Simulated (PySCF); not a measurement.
PySCF job for Cd(Et)(OSiH3) (C₂H₈CdOSi), SMILES C[CH2][Cd][O][SiH3], TDDFT-CAM-B3LYP/def2-SVPD. The structure is a stationary point at PBE-D3(BJ)/def2-SVP. The def2 effective core potentials stand for the cores of Cd; spin–orbit coupling is left out. Other conformers were not sampled.

```python
import numpy as np
from pyscf import gto, scf, dft, tdscf

mol = gto.M(
    atom='''
    Cd    0.08617541   -0.40063573    0.20539965
    C    -0.89268371   -1.56167206    1.67484352
    C    -2.03911305   -0.84865400    2.39669661
    H    -0.10472395   -1.88425718    2.38650907
    H    -1.24756859   -2.47638051    1.15665480
    H    -2.84522101   -0.53497933    1.70249649
    H    -1.69958137    0.05979447    2.93478796
    H    -2.50744250   -1.51553524    3.15375399
    O     1.10163593    0.62550311   -1.17429009
    Si    0.78452351    1.98054623   -2.07642612
    H    -0.43270076    1.82377242   -2.96490446
    H     1.96233490    2.28042741   -2.96894266
    H     0.53284722    3.20795704   -1.22449257
    ''',
    basis='def2-SVPD',
    ecp={'Cd': 'def2-svp'},
    charge=0,
    spin=0,
    max_memory=1600,
    verbose=4,
)
mf = dft.RKS(mol, xc='cam-b3lyp').density_fit(auxbasis='def2-universal-jkfit')
mf.grids.level = 3
mf.conv_tol = 1e-9
mf.max_cycle = 100
mf.kernel()
mf.grids = dft.Grids(mol).set(level=1).build(with_non0tab=True)  # coarser grid for the response kernel
td = tdscf.TDDFT(mf)
td.singlet = True
td.nstates = 10
td.conv_tol = 1e-4
td.positive_eig_threshold = 1e-6
td.kernel(x0=td.get_init_guess(mf, 15))
td.analyze()
tt = tdscf.TDA(mf)
tt.singlet = False
tt.nstates = 4
tt.conv_tol = 1e-4
tt.positive_eig_threshold = 1e-6
tt.kernel(x0=tt.get_init_guess(mf, 9))
tt.analyze(verbose=3)
```

It prints:

```
PySCF version 2.14.0

[INPUT] verbose = 4
[INPUT] num. atoms = 13
[INPUT] num. electrons = 62
[INPUT] charge = 0
[INPUT] spin (= nelec alpha-beta = 2S) = 0
[INPUT] symmetry False subgroup None
[INPUT] Mole.unit = angstrom
[INPUT] Symbol           X                Y                Z      unit          X                Y                Z       unit  Magmom
[INPUT]  1 Cd     0.086175410000  -0.400635730000   0.205399650000 AA    0.162847923572  -0.757091805415   0.388149084582 Bohr   0.0
[INPUT]  2 C     -0.892683710000  -1.561672060000   1.674843520000 AA   -1.686927727761  -2.951132489785   3.164995554303 Bohr   0.0
[INPUT]  3 C     -2.039113050000  -0.848654000000   2.396696610000 AA   -3.853365201527  -1.603723634517   4.529100196574 Bohr   0.0
[INPUT]  4 H     -0.104723950000  -1.884257180000   2.386509070000 AA   -0.197899584183  -3.560730018445   4.509848536090 Bohr   0.0
[INPUT]  5 H     -1.247568590000  -2.476380510000   1.156654800000 AA   -2.357562956710  -4.679680944111   2.185760792664 Bohr   0.0
[INPUT]  6 H     -2.845221010000  -0.534979330000   1.702496490000 AA   -5.376688472758  -1.010964416003   3.217252094133 Bohr   0.0
[INPUT]  7 H     -1.699581370000   0.059794470000   2.934787960000 AA   -3.211743315713   0.112995172064   5.545945478071 Bohr   0.0
[INPUT]  8 H     -2.507442500000  -1.515535240000   3.153753990000 AA   -4.738379598095  -2.863946535727   5.959731305354 Bohr   0.0
[INPUT]  9 O      1.101635930000   0.625503110000  -1.174290090000 AA    2.081790196681   1.182029567964  -2.219086660891 Bohr   0.0
[INPUT] 10 Si     0.784523510000   1.980546230000  -2.076426120000 AA    1.482534572182   3.742689951740  -3.923876684693 Bohr   0.0
[INPUT] 11 H     -0.432700760000   1.823772420000  -2.964904460000 AA   -0.817685930291   3.446430387335  -5.602857414901 Bohr   0.0
[INPUT] 12 H      1.962334900000   2.280427410000  -2.968942660000 AA    3.708275525676   4.309383251851  -5.610488506938 Bohr   0.0
[INPUT] 13 H      0.532847220000   3.207957040000  -1.224492570000 AA    1.006935312036   6.062160224970  -2.313955598865 Bohr   0.0

nuclear repulsion = 295.454141666703
number of shells = 79
number of NR pGTOs = 275
number of NR cGTOs = 185
basis = def2-SVPD
ecp = {'Cd': 'def2-svp'}


[settings echo left out]
init E= -598.905064183171
  HOMO = -0.572458392832858  LUMO = -0.557652093110144  gap/eV = 0.40290
cycle= 1 E= -611.850396870035  delta_E= -12.9  |g|= 2.23  |ddm|= 8.44
  HOMO = 0.0774099643002951  LUMO = 0.0935468794089049  gap/eV = 0.43911
cycle= 2 E= -580.052427840121  delta_E= 31.8  |g|= 8.43  |ddm|=  196
  HOMO = -0.292599497845306  LUMO = -0.101491787306037  gap/eV = 5.20031
cycle= 3 E= -612.968836618865  delta_E= -32.9  |g|= 0.972  |ddm|=  196
  HOMO = -0.315680823987556  LUMO = -0.0234651712548839  gap/eV = 7.95159
cycle= 4 E= -613.033783587865  delta_E= -0.0649  |g|= 0.936  |ddm|=  2.4
  HOMO = -0.321022917586161  LUMO = 0.000917745843016269  gap/eV = 8.76045
cycle= 5 E= -613.197891659903  delta_E= -0.164  |g|= 0.0467  |ddm|= 0.824
  HOMO = -0.324817227009254  LUMO = -0.0016300325410419  gap/eV = 8.79437
cycle= 6 E= -613.198514216821  delta_E= -0.000623  |g|= 0.031  |ddm|= 0.157
  HOMO = -0.329508345595001  LUMO = -0.00401296397883684  gap/eV = 8.85718
cycle= 7 E= -613.198777830849  delta_E= -0.000264  |g|= 0.0094  |ddm|= 0.0533
  HOMO = -0.328936830523342  LUMO = -0.00382088422133287  gap/eV = 8.84686
cycle= 8 E= -613.198808284011  delta_E= -3.05e-05  |g|= 0.00214  |ddm|= 0.0215
  HOMO = -0.328946714414886  LUMO = -0.00373319606141835  gap/eV = 8.84951
cycle= 9 E= -613.198809895934  delta_E= -1.61e-06  |g|= 0.000485  |ddm|= 0.00566
  HOMO = -0.328910671680424  LUMO = -0.00372729542737051  gap/eV = 8.84869
cycle= 10 E= -613.198810003033  delta_E= -1.07e-07  |g|= 0.000138  |ddm|= 0.00155
  HOMO = -0.32891581942006  LUMO = -0.00373318547227637  gap/eV = 8.84867
cycle= 11 E= -613.198810010287  delta_E= -7.25e-09  |g|= 4.77e-05  |ddm|= 0.000383
  HOMO = -0.328914341052707  LUMO = -0.00373274893081522  gap/eV = 8.84864
cycle= 12 E= -613.198810011258  delta_E= -9.71e-10  |g|= 1.6e-05  |ddm|= 0.000133
  HOMO = -0.328914463530532  LUMO = -0.00373226215642127  gap/eV = 8.84866
Extra cycle  E= -613.19881001129  delta_E= -3.25e-11  |g|= 1.45e-05  |ddm|= 4.23e-05
converged SCF energy = -613.19881001129
tot grids = 49936
Overwritten attributes  positive_eig_threshold  of <class 'pyscf.tdscf.rks.TDDFT'>


******** <class 'pyscf.tdscf.rks.TDDFT'> for <class 'pyscf.df.df_jk.DFRKS'> ********
nstates = 10 singlet
deg_eia_thresh = 1.000e-03
wfnsym = None
conv_tol = 0.0001
eigh lindep = 1e-12
eigh level_shift = 0
eigh max_cycle = 100


Excitation energies (eV)
[5.74424499 5.99556486 6.2713098  6.35741319 6.39043341 6.53505788
 6.75263677 7.06643095 7.0917614  7.72297667]

** Singlet excitation energies and oscillator strengths **
Excited State   1:      5.74424 eV    215.84 nm  f=0.0049
      30 -> 32        0.67248
      30 -> 35       -0.15278
Excited State   2:      5.99556 eV    206.79 nm  f=0.1621
      29 -> 32        0.18897
      29 -> 35       -0.11898
      30 -> 34       -0.11448
      31 -> 32       -0.62521
      31 -> 33        0.10302
Excited State   3:      6.27131 eV    197.70 nm  f=0.0487
      29 -> 32       -0.46318
      31 -> 33        0.48945
Excited State   4:      6.35741 eV    195.02 nm  f=0.0416
      31 -> 34        0.68480
Excited State   5:      6.39043 eV    194.02 nm  f=0.2140
      29 -> 32       -0.42802
      31 -> 32       -0.22810
      31 -> 33       -0.47060
      31 -> 35       -0.14590
Excited State   6:      6.53506 eV    189.72 nm  f=0.0073
      28 -> 33       -0.10464
      30 -> 33       -0.66382
      30 -> 34       -0.11665
Excited State   7:      6.75264 eV    183.61 nm  f=0.0446
      29 -> 33        0.20138
      30 -> 33       -0.10844
      30 -> 34        0.63589
Excited State   8:      7.06643 eV    175.46 nm  f=0.0402
      27 -> 34        0.10158
      29 -> 33       -0.43808
      29 -> 34        0.49457
      30 -> 34        0.10599
Excited State   9:      7.09176 eV    174.83 nm  f=0.0354
      29 -> 33       -0.45453
      29 -> 34       -0.46054
      30 -> 34        0.14452
Excited State  10:      7.72298 eV    160.54 nm  f=0.0008
      27 -> 32        0.14305
      28 -> 32        0.27551
      30 -> 35        0.36409
      30 -> 36        0.28163
      30 -> 37       -0.31016
      30 -> 38       -0.21844
      30 -> 42       -0.10906

** Transition electric dipole moments (AU) **
state          X           Y           Z        Dip. S.      Osc.
  1         0.0717      0.0980      0.1414      0.0347      0.0049
  2        -0.4469     -0.6132      0.7263      1.1033      0.1621
  3         0.3186     -0.4644     -0.0039      0.3172      0.0487
  4         0.3548      0.1796      0.3303      0.2673      0.0416
  5        -0.6736     -0.4185      0.8592      1.3672      0.2140
  6        -0.0919     -0.1372     -0.1362      0.0458      0.0073
  7         0.0313     -0.4045      0.3239      0.2695      0.0446
  8        -0.0730      0.0420      0.4747      0.2324      0.0402
  9        -0.3526     -0.2467      0.1358      0.2037      0.0354
 10        -0.0422     -0.0478      0.0067      0.0041      0.0008

WARN: ECP detected. Skipping calculation of transition velocity and magnetic dipole moments, which have not yet been implemented.

Overwritten attributes  positive_eig_threshold  of <class 'pyscf.tdscf.rks.TDA'>


******** <class 'pyscf.tdscf.rks.TDA'> for <class 'pyscf.df.df_jk.DFRKS'> ********
nstates = 4 triplet
deg_eia_thresh = 1.000e-03
wfnsym = None
conv_tol = 0.0001
eigh lindep = 1e-12
eigh level_shift = 0
eigh max_cycle = 100


Excitation energies (eV)
[4.93202133 5.42720827 5.71612226 5.84460802]

** Triplet excitation energies and oscillator strengths **
Excited State   1:      4.93202 eV    251.39 nm  f=0.0000
Excited State   2:      5.42721 eV    228.45 nm  f=0.0000
Excited State   3:      5.71612 eV    216.90 nm  f=0.0000
Excited State   4:      5.84461 eV    212.13 nm  f=0.0000
```

The run converged.

Cost: around 9 core-minutes (rough).
